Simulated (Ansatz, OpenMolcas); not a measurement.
## How basis sets differ on SiHCl2F (SMILES F[SiH](Cl)Cl)

SiHCl2F has 5 atoms, charge 0, and is taken as a singlet. SMILES: `F[SiH](Cl)Cl`. The coordinates come from a PBE0-D4/def2-TZVP relaxation.

Quantity: the HOMO–LUMO gap, in eV. The values are calculated.

| level | kind | program | value (eV) | CPU time |
| --- | --- | --- | --- | --- |
| HF/ANO-R0 (sfX2C) | Hartree–Fock | OpenMolcas | 15.68 | 1.9 s |
| HF/ANO-RCC-MB (DKH2) | Hartree–Fock | OpenMolcas | 16.55 | 3 s |
| HF/ANO-XS-MB (DKH2) | Hartree–Fock | OpenMolcas | 16.44 | 2.5 s |
| HF/STO-3G | Hartree–Fock | OpenMolcas | 18.87 | 5.4 s |
| HF/3-21G | Hartree–Fock | OpenMolcas | 16.77 | 6.4 s |
| HF/ANO-R1 (sfX2C, RICD fitting) | Hartree–Fock | OpenMolcas | 16.55 | 4.6 s |
| HF/def2-SVPD | Hartree–Fock | Ansatz | 15.30 | 1.3 s |

The values span 15.30 to 18.87 eV. A Hartree–Fock LUMO above zero doesn't converge with the basis: it sinks as sets grow more diffuse. Orbital gaps aren't excitation energies. Times are those of the runs behind each value, whatever else they computed, on shared processors of several kinds: orders of magnitude only.
